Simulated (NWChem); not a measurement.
All runs are NWChem calculations. System: ClSi (+1), charge 1, spin multiplicity 1, at a geometry optimised with PBE/def2-SVP. The structure started from a generated list of species. Level: TD-B3LYP/6-31G* (spherical d), VWN1-RPA local correlation.

NWChem printed:

```
             Northwest Computational Chemistry Package (NWChem) 7.3.0
             --------------------------------------------------------

                                NWChem Input Module
                                -------------------

 Scaling coordinates for geometry "geometry" by  1.889725989
 (inverse scale =  0.529177249)

                             Geometry "geometry" -> ""
                             -------------------------

 Output coordinates in angstroms (scale by  1.889725989 to convert to a.u.)

  No.       Tag          Charge          X              Y              Z
 ---- ---------------- ---------- -------------- -------------- --------------
    1 Si                  14.0000     0.00000000     0.00000000     1.09341700
    2 Cl                  17.0000     0.00000000     0.00000000    -0.90046100

 Effective nuclear repulsion energy (a.u.)      63.1654420491

            Nuclear Dipole moment (a.u.)
            ----------------------------
        X                 Y               Z
 ---------------- ---------------- ----------------
     0.0000000000     0.0000000000     0.0000018897


 Summary of "ao basis" -> "" (spherical)
 ------------------------------------------------------------------------------
       Tag                 Description            Shells   Functions and Types
 ---------------- ------------------------------  ------  ---------------------
 *                           6-31g*                   on all atoms

                                 NWChem DFT Module
                                 -----------------

 Summary of "ao basis" -> "ao basis" (spherical)
 ------------------------------------------------------------------------------
       Tag                 Description            Shells   Functions and Types
 ---------------- ------------------------------  ------  ---------------------
 Si                          6-31g*                  8       18   4s3p1d
 Cl                          6-31g*                  8       18   4s3p1d

 Summary of "ao basis" -> "ao basis" (spherical)
 ------------------------------------------------------------------------------
       Tag                 Description            Shells   Functions and Types
 ---------------- ------------------------------  ------  ---------------------
 Si                          6-31g*                  8       18   4s3p1d
 Cl                          6-31g*                  8       18   4s3p1d

            General Information
            -------------------
          SCF calculation type: DFT
          Wavefunction type:  closed shell.
          No. of atoms     :     2
          No. of electrons :    30
           Alpha electrons :    15
            Beta electrons :    15
          Charge           :     1
          Spin multiplicity:     1
          Use of symmetry is: off; symmetry adaption is: off
          Maximum number of iterations: 100
          AO basis - number of functions:    36
                     number of shells:    16
          Convergence on energy requested:  1.00D-06
          Convergence on density requested:  1.00D-05
          Convergence on gradient requested:  5.00D-04

              XC Information
              --------------
                         B3LYP Method XC Potential
                     Hartree-Fock (Exact) Exchange  0.200
                        Slater Exchange Functional  0.800 local
                    Becke 1988 Exchange Functional  0.720 non-local
              Lee-Yang-Parr Correlation Functional  0.810
                  VWN I RPA Correlation Functional  0.190 local

             Grid Information
             ----------------
          Grid used for XC integration:  medium
          Radial quadrature: Mura-Knowles
          Angular quadrature: Lebedev.
          Tag              B.-S. Rad. Rad. Pts. Rad. Cut. Ang. Pts.
          ---              ---------- --------- --------- ---------
          Si                  1.10       88           8.0       590
          Cl                  1.00       88           8.0       590
          Grid pruning is: on
          Number of quadrature shells:   176
          Spatial weights used:  Erf1

          Convergence Information
[...]
  ----------------------------------------------------------------------------
     Transition Moments    X -0.00000   Y -0.00000   Z -0.00000
     Transition Moments   XX -0.00065  XY  0.44209  XZ -0.00000
     Transition Moments   YY  0.00065  YZ -0.00000  ZZ  0.00000
     Dipole Oscillator Strength                    0.0000000000
     Electric Quadrupole                           0.0000000083
     Magnetic Dipole                               0.0000000000
     Total Oscillator Strength                     0.0000000083

          sigma_e =   1.5743 Angstrom
          sigma_h =   1.1884 Angstrom
         |d_h->e| =   1.5771 Angstrom
            d_exc =   2.5263 Angstrom
            d_CD1 =   1.9630 Angstrom
            d_CD2 =   0.1957 Angstrom
            d_CD3 =   4.1034 Angstrom
     Pearson C.C. =  -0.0011

     Occ.   13  a   ---  Virt.   16  a    0.65084 X
     Occ.   13  a   ---  Virt.   17  a   -0.27601 X
     Occ.   14  a   ---  Virt.   16  a   -0.27601 X
     Occ.   14  a   ---  Virt.   17  a   -0.65084 X
  ----------------------------------------------------------------------------
  Root   6 singlet a              0.252140996 a.u.                6.8611 eV
  ----------------------------------------------------------------------------
     Transition Moments    X -0.00000   Y -0.00000   Z  0.73119
     Transition Moments   XX  0.62006  XY  0.00000  XZ  0.00000
     Transition Moments   YY  0.62006  YZ -0.00000  ZZ -1.32510
     Dipole Oscillator Strength                    0.0898706530
     Electric Quadrupole                           0.0000001077
     Magnetic Dipole                               0.0000000000
     Total Oscillator Strength                     0.0898707606

          sigma_e =   1.6497 Angstrom
          sigma_h =   1.3260 Angstrom
         |d_h->e| =   1.4218 Angstrom
            d_exc =   2.5704 Angstrom
            d_CD1 =   1.7455 Angstrom
            d_CD2 =  -0.0660 Angstrom
            d_CD3 =   3.9922 Angstrom
     Pearson C.C. =  -0.0243

     Occ.   12  a   ---  Virt.   18  a   -0.08950 X
     Occ.   13  a   ---  Virt.   16  a   -0.65647 X
     Occ.   13  a   ---  Virt.   16  a    0.07668 Y
     Occ.   14  a   ---  Virt.   17  a   -0.65647 X
     Occ.   14  a   ---  Virt.   17  a    0.07668 Y
     Occ.   15  a   ---  Virt.   18  a    0.35696 X
     Occ.   15  a   ---  Virt.   20  a    0.06511 X
  ----------------------------------------------------------------------------
  Root   7 singlet a              0.335190561 a.u.                9.1210 eV
  ----------------------------------------------------------------------------
     Transition Moments    X  0.16308   Y -0.11196   Z  0.00000
     Transition Moments   XX  0.00000  XY  0.00000  XZ -0.55032
     Transition Moments   YY -0.00000  YZ  0.37781  ZZ  0.00000
     Dipole Oscillator Strength                    0.0087439514
     Electric Quadrupole                           0.0000000894
     Magnetic Dipole                               0.0000001827
     Total Oscillator Strength                     0.0087442235

          sigma_e =   1.8695 Angstrom
          sigma_h =   1.2039 Angstrom
         |d_h->e| =   1.5464 Angstrom
            d_exc =   2.7118 Angstrom
            d_CD1 =   2.2120 Angstrom
            d_CD2 =   0.0097 Angstrom
            d_CD3 =   4.2581 Angstrom
     Pearson C.C. =  -0.0040

     Occ.   12  a   ---  Virt.   16  a    0.17447 X
     Occ.   13  a   ---  Virt.   18  a    0.98238 X
     Occ.   14  a   ---  Virt.   18  a   -0.05351 X
  ----------------------------------------------------------------------------
  Root   8 singlet a              0.335190562 a.u.                9.1210 eV
  ----------------------------------------------------------------------------
     Transition Moments    X -0.11196   Y -0.16308   Z  0.00000
     Transition Moments   XX  0.00000  XY -0.00000  XZ  0.37780
     Transition Moments   YY -0.00000  YZ  0.55030  ZZ  0.00000
     Dipole Oscillator Strength                    0.0087440903
     Electric Quadrupole                           0.0000000894
     Magnetic Dipole                               0.0000001827
     Total Oscillator Strength                     0.0087443624

          sigma_e =   1.8695 Angstrom
          sigma_h =   1.2039 Angstrom
         |d_h->e| =   1.5464 Angstrom
            d_exc =   2.7118 Angstrom
            d_CD1 =   2.2120 Angstrom
            d_CD2 =   0.0097 Angstrom
            d_CD3 =   4.2581 Angstrom
     Pearson C.C. =  -0.0040

     Occ.   12  a   ---  Virt.   17  a   -0.17447 X
     Occ.   13  a   ---  Virt.   18  a   -0.05351 X
     Occ.   14  a   ---  Virt.   18  a   -0.98238 X
  ----------------------------------------------------------------------------
  Root   9 singlet a              0.380542277 a.u.               10.3551 eV
  ----------------------------------------------------------------------------
     Transition Moments    X  0.00000   Y  0.00000   Z  2.41280
     Transition Moments   XX -0.11587  XY  0.00000  XZ  0.00000
     Transition Moments   YY -0.11587  YZ  0.00000  ZZ  5.19151
     Dipole Oscillator Strength                    1.4769135555
     Electric Quadrupole                           0.0000027554
     Magnetic Dipole                               0.0000000000
     Total Oscillator Strength                     1.4769163109

          sigma_e =   2.1407 Angstrom
          sigma_h =   1.6770 Angstrom
         |d_h->e| =   0.4980 Angstrom
            d_exc =   2.6690 Angstrom
            d_CD1 =   0.9617 Angstrom
            d_CD2 =  -1.4109 Angstrom
            d_CD3 =   3.1670 Angstrom
     Pearson C.C. =   0.0723

     Occ.   12  a   ---  Virt.   19  a   -0.05187 X
     Occ.   13  a   ---  Virt.   16  a   -0.24651 X
     Occ.   13  a   ---  Virt.   16  a    0.07885 Y
     Occ.   14  a   ---  Virt.   17  a   -0.24651 X
     Occ.   14  a   ---  Virt.   17  a    0.07885 Y
     Occ.   15  a   ---  Virt.   18  a   -0.92695 X
     Occ.   15  a   ---  Virt.   18  a    0.09525 Y
     Occ.   15  a   ---  Virt.   19  a    0.06380 X
     Occ.   15  a   ---  Virt.   20  a    0.15154 X
     Occ.   15  a   ---  Virt.   23  a   -0.05475 X
  ----------------------------------------------------------------------------
  Root  10 singlet a              0.384866980 a.u.               10.4728 eV
  ----------------------------------------------------------------------------
     Transition Moments    X  0.91709   Y -0.65615   Z  0.00000
     Transition Moments   XX  0.00000  XY -0.00000  XZ  1.58469
     Transition Moments   YY -0.00000  YZ -1.13379  ZZ  0.00000
     Dipole Oscillator Strength                    0.3262604210
     Electric Quadrupole                           0.0000011526
     Magnetic Dipole                               0.0000010647
     Total Oscillator Strength                     0.3262626382

          sigma_e =   1.6592 Angstrom
          sigma_h =   1.5097 Angstrom
         |d_h->e| =   0.8058 Angstrom
            d_exc =   2.4189 Angstrom
            d_CD1 =   0.9553 Angstrom
            d_CD2 =  -0.7786 Angstrom
            d_CD3 =   3.2247 Angstrom
     Pearson C.C. =  -0.0338

     Occ.   12  a   ---  Virt.   16  a   -0.96822 X
     Occ.   12  a   ---  Virt.   16  a    0.05992 Y
     Occ.   13  a   ---  Virt.   18  a    0.16950 X
     Occ.   13  a   ---  Virt.   19  a    0.08231 X
     Occ.   15  a   ---  Virt.   16  a   -0.15479 X
     Occ.   15  a   ---  Virt.   16  a    0.06716 Y
     Occ.   15  a   ---  Virt.   24  a    0.05859 X

              Target root =      1
          Target symmetry = none
      Ground state energy =   -749.380912380778
        Excitation energy =      0.193353498850
     Excited state energy =   -749.187558881928

  stored tddft:energy   -749.18755888192766

 Task  times  cpu:        9.5s     wall:        9.5s

 Total times  cpu:        9.5s     wall:        9.5s
```

**Question.** Write an NWChem input that would produce this output.

**Answer.** This is not unique; one that fits is 
```
start mol
memory heap 200 mb stack 900 mb global 1100 mb
charge 1
geometry units angstroms nocenter noautoz noautosym
  Si     0.000000     0.000000     1.093417
  Cl     0.000000     0.000000    -0.900461
end
basis spherical
  * library 6-31g*
end
dft
  xc b3lyp
  semidirect memsize 60000000 filesize 0
  iterations 100
end
tddft
  rpa
  nroots 10
  notriplet
end
task tddft energy
```
